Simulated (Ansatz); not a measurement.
Reaction (redistribution): `C[CH](C)[MgH]` + `[SiH3][SiH2]BCl` → `C[CH](C)[Mg][Cl]` + `B[SiH2][SiH3]`

Calculated with Ansatz (gas phase, PBE0-D4/def2-TZVP geometries, no zero-point term in ΔE). CBS: MP2 limit from def2 TZ/QZ plus the TZ coupled-cluster correction, frozen cores. For Mg outer-core shells are correlated without core-valence functions, which leaves a few kJ/mol of doubt a bond. One conformer a species, not always the lowest.

```json
{"species": "`C[CH](C)[MgH]`", "CCSD(T)/CBS(def2) energy (Eh)": "-318.83443"}
{"species": "`[SiH3][SiH2]BCl`", "CCSD(T)/CBS(def2) energy (Eh)": "-1066.34562"}
{"species": "`C[CH](C)[Mg][Cl]`", "CCSD(T)/CBS(def2) energy (Eh)": "-778.11446"}
{"species": "`B[SiH2][SiH3]`", "CCSD(T)/CBS(def2) energy (Eh)": "-607.10947"}
```

(1) Work out ΔE.

Largest T1 diagnostic among the species: 0.014.

Answers

(1) ΔE = (-778.11446) + (-607.10947) − (-318.83443) − (-1066.34562) = -0.04388 Eh = -27.5 kcal/mol.

From BLYP to BHLYP (50 % exact exchange), in def2-TZVPP and without D4, ΔE moves by −2.8 kcal/mol. At CCSD(T), def2-SVP lies +1.5 kcal/mol from the extrapolated value and def2-TZVPP +1.6 kcal/mol.
